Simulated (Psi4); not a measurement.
H3Cl3OSiTi, singlet, geometry from GFN2-xTB (such geometries of metal compounds can be far from the true shape); HF/3-21G (Psi4).

Input for Psi4:
```
memory 2 GB

molecule mol {
0 1
  Ti   -0.190886    0.171345    0.167055
  Cl    0.102734    2.251626   -0.157005
  Cl    0.050074   -0.157095    2.253406
  Cl   -2.230463   -0.229565   -0.278133
  O     0.860455   -0.772371   -0.753031
  Si    1.874933   -1.682997   -1.640855
  H     3.062994   -1.903262   -0.803899
  H     2.171792   -0.901433   -2.849795
  H     1.152149   -2.928412   -1.935859
}

set basis 3-21g
set reference rhf
set scf_type mem_df

energy('scf')
print_variables()
```

The log (banner, timings and long lists left out):

```
   => Loading Basis Set <=

    Name: 3-21G
    Role: ORBITAL
    Keyword: BASIS

         ---------------------------------------------------------
                                   SCF
               by Justin Turney, Rob Parrish, Andy Simmonett
                          and Daniel G. A. Smith
                              RHF Reference
         ---------------------------------------------------------

  ==> Geometry <==

    Molecular point group: c1
    Full point group: C1

    Geometry (in Angstrom), charge = 0, multiplicity = 1:

       Center              X                  Y                   Z               Mass
    ------------   -----------------  -----------------  -----------------  -----------------
         TI          -0.145096003228     0.130242630186     0.126981650658    47.947941980000
         CL           0.148523996772     2.210523630186    -0.197078349342    34.968852682000
         CL           0.095863996772    -0.198197369814     2.213332650658    34.968852682000
         CL          -2.184673003228    -0.270667369814    -0.318206349342    34.968852682000
         O            0.906244996772    -0.813473369814    -0.793104349342    15.994914619570
         SI           1.920722996772    -1.724099369814    -1.680928349342    27.976926534650
         H            3.108783996772    -1.944364369814    -0.843972349342     1.007825032230
         H            2.217581996772    -0.942535369814    -2.889868349342     1.007825032230
         H            1.197938996772    -2.969514369814    -1.975932349342     1.007825032230

  Running in c1 symmetry.

  Rotational constants: A =      0.04090  B =      0.02564  C =      0.02564 [cm^-1]
  Rotational constants: A =   1226.09364  B =    768.61651  C =    768.61646 [MHz]
  Nuclear repulsion =  751.209050276979383

  Charge       = 0
  Multiplicity = 1
  Electrons    = 98
  Nalpha       = 49
  Nbeta        = 49

  ==> Algorithm <==

  SCF Algorithm Type is MEM_DF.
  DIIS enabled.
  MOM disabled.
  Fractional occupation disabled.
  Guess Type is SAD.
  Energy threshold   = 1.00e-06
  Density threshold  = 1.00e-06
  Integral threshold = 1.00e-12

  ==> Primary Basis <==

  Basis Set: 3-21G
    Blend: 3-21G
    Number of shells: 50
    Number of basis functions: 96
    Number of Cartesian functions: 96
    Spherical Harmonics?: false
    Max angular momentum: 2

   => Loading Basis Set <=

    Name: (3-21G AUX)
    Role: JKFIT
    Keyword: DF_BASIS_SCF

  ==> Integral Setup <==

[...]
   @DF-RHF iter   1: -2579.71959686336595   -1.23910e+00   8.33270e-03 DIIS/ADIIS
   @DF-RHF iter   2: -2579.15608200501674    5.63515e-01   1.60865e-02 DIIS/ADIIS
   @DF-RHF iter   3: -2580.08468944577453   -9.28607e-01   1.12010e-03 DIIS/ADIIS
   @DF-RHF iter   4: -2580.08853562771401   -3.84618e-03   3.89797e-04 DIIS/ADIIS
   @DF-RHF iter   5: -2580.08944679421757   -9.11167e-04   1.24612e-04 DIIS/ADIIS
   @DF-RHF iter   6: -2580.08957247718536   -1.25683e-04   3.59979e-05 DIIS
   @DF-RHF iter   7: -2580.08959981286489   -2.73357e-05   1.16969e-05 DIIS
   @DF-RHF iter   8: -2580.08960355161253   -3.73875e-06   2.39152e-06 DIIS
   @DF-RHF iter   9: -2580.08960369972692   -1.48114e-07   4.07449e-07 DIIS
  Energy and wave function converged.

  ==> Post-Iterations <==

    Orbital Energies [Eh]
    ---------------------

    Doubly Occupied:

[...]
      49A     -0.464135

    Virtual:

[...]
    Final Occupation by Irrep:
              A
    DOCC [    49 ]
    NA   [    49 ]
    NB   [    49 ]

  @DF-RHF Final Energy: -2580.08960369972692

   => Energetics <=

    Nuclear Repulsion Energy =            751.2090502769793829
    One-Electron Energy =               -5054.2394219782472646
    Two-Electron Energy =                1722.9407680015406186
    Total Energy =                      -2580.0896036997269221

Computation Completed

Properties will be evaluated at   0.000000,   0.000000,   0.000000 [a0]

Properties computed using the SCF density matrix

 Multipole Moments:

 ------------------------------------------------------------------------------------
     Multipole            Electronic (a.u.)      Nuclear  (a.u.)        Total (a.u.)
 ------------------------------------------------------------------------------------

 L = 1.  Multiply by 2.5417464519 to convert [e a0] to [Debye]
 Dipole X            :         -7.1868351            8.4800131            1.2931780
 Dipole Y            :          6.4511211           -7.6119174           -1.1607964
 Dipole Z            :          6.2895924           -7.4213197           -1.1317273
 Magnitude           :                                                    2.0737802

 ------------------------------------------------------------------------------------

  Variable Map:
  ----------------------------------------------------------------------------
[...]
  Array Variable Map:
  ----------------------------------------------------------------------------
[...]
[...]
```
